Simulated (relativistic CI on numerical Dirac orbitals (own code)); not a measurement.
# Slater and spin-orbit integrals, Sb I

Calculated at this level of theory: Dirac-Coulomb-Breit CI, orbitals from a KLI potential per configuration, QED by a radiative potential, valence Slater integrals scaled by 0.85, P86 correlation energy added to each configuration (own radial code, finite nucleus).

Slater integrals F^k, G^k are unscaled and averaged over j, outside the closed core [Kr] 4d10; ζ comes from projecting the Hamiltonian with its Breit term on Σ l·s of the shell.

- 5s2 5p3: F^2(5p,5p) = 35195, ζ(5p) = 3105.9 cm⁻¹; <r>(5p) = 2.953, <r^2>(5p) = 10.13 (bohr units).
- 5s2 5p2 6s: F^2(5p,5p) = 37807, ζ(5p) = 3665.5, G^1(5p,6s) = 2981.8 cm⁻¹; <r>(5p) = 2.779, <r^2>(5p) = 8.916, <r>(6s) = 7.138, <r^2>(6s) = 57.74 (bohr units).
- 5s2 5p2 5d: F^2(5p,5p) = 37983, ζ(5p) = 3706.3, F^2(5p,5d) = 7304.2, G^1(5p,5d) = 5704.9, G^3(5p,5d) = 3367.7, ζ(5d) = -9.0768 cm⁻¹; <r>(5p) = 2.769, <r^2>(5p) = 8.838, <r>(5d) = 9.03, <r^2>(5d) = 97.15 (bohr units).

In this model ζ of a weakly bound d, f or g electron outside closed shells comes out too small, for d by up to a factor of two or three and at times with the wrong sign; that of an outer p electron is too small as well.

For a near-neutral ion this model can misplace configurations by up to about 10,000 cm⁻¹ (more where the count of f electrons changes) and terms by 10 to 25 % of their spread. Rates follow the energies as ν³ (E1, M1) or ν⁵ (E2), so they and the lifetimes can be off by large factors. The fine structure of a lone outer electron comes out too small, for d and f at times inverted, and misplaced configurations move strength between like terms. 14 of the 20 excited levels that our extract of the measured tables holds in this range could be paired (the sources list more); they are missed by 1780 cm⁻¹ on average and 2863 at most, and levels without a partner can miss by more.

Averages of the first 10 configurations, taken without configuration mixing, which lowers the lowest level and can move excited configurations by several eV; other configurations of the list can lie among them:

| Configuration | Parity | States | Average energy above the lowest level (eV) |
| --- | --- | --- | --- |
| 5s2 5p3 | odd | 20 | 1.5 |
| 5s2 5p2 6s | even | 30 | 6.7 |
| 5s2 5p2 5d | even | 150 | 8.1 |
| 5s 5p4 | even | 30 | 10.2 |
| 5s2 5p2 7s | even | 30 | 8.5 |
| 5s2 5p2 6p | odd | 90 | 7.8 |
| 5s2 5p2 7p | odd | 90 | 8.9 |
| 5s2 5p2 6d | even | 150 | 9.0 |
| 5s2 5p 5d2 | odd | 270 | 16.9 |
| 5s2 5p2 4f | odd | 210 | 9.2 |
